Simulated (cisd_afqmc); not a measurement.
Input (X2C-AFQMC/CISD/cc-pwCVTZ-DK; cisd_afqmc is a phaseless AFQMC code with CISD trial states that reads the integrals written by Ansatz): The .json basis holds the Basis Set Exchange's core-valence set for the 3d metal and cc-pVXZ-DK of the same size for its partners.

Ansatz 0.2 input:
```python
import cisd_afqmc

open("ham.yaml", "w").write("""\
crystal:
  periodic: [false, false, false]
  atoms:
    - {symbol: Sc, position_ang: [-0.00000000, -0.00000000, -0.45833916]}
    - {symbol: O, position_ang: [0.00000000, 0.00000000, 1.20314028]}
basis:
  gaussian:
    orbitals: cc-pwCVTZ-DK.json
magnetization: {spin_polarized: true, initial_magnetization: 1}
correlation: {method: ccsd, frozen_orbitals: {O: 1, Sc: 5}, hamiltonian_folder: ham}
""")
rep = cisd_afqmc.ansatz("ham.yaml")
e_ccsd = rep["correlation"]["coupled_cluster"]["energy"]["hartree"]
out = cisd_afqmc.run("ham", e_ccsd, trial="CISD", walkers=100, populations=8, threads=8, dt=0.005, steps=40, early=36, settle=10, least=32,
    cut=5e-5, rank_cut=2e-4, target=0.0006, seconds=3000, seed=4, memory=17280, gpu=False)
```

Output:

```
orbitals 126, occupied [9, 8], factors 694 of 853, rank of the doubles 806 of 1997
E(HF) = -838.267701
E(CCSD) on the cut factors = -838.899653, shift to the whole factors -0.000009
Energy of the trial state on the determinant = -838.899679
  tau behind 10.8 of longer steps, mean of the populations' last blocks
   2.0  -838.93544
   4.0  -838.93794
   6.0  -838.93941
   8.0  -838.93833
  10.0  -838.93404
  12.0  -838.93275
  14.0  -838.93315
  16.0  -838.93875
  18.0  -838.93452
blocks 733 (0 outliers left out), error by blocks joined: 1: 0.00050, 2: 0.00062, 4: 0.00073, 8: 0.00086, 16: 0.00088
E(AFQMC/CISD) = -838.93644 +/- 0.00088
```
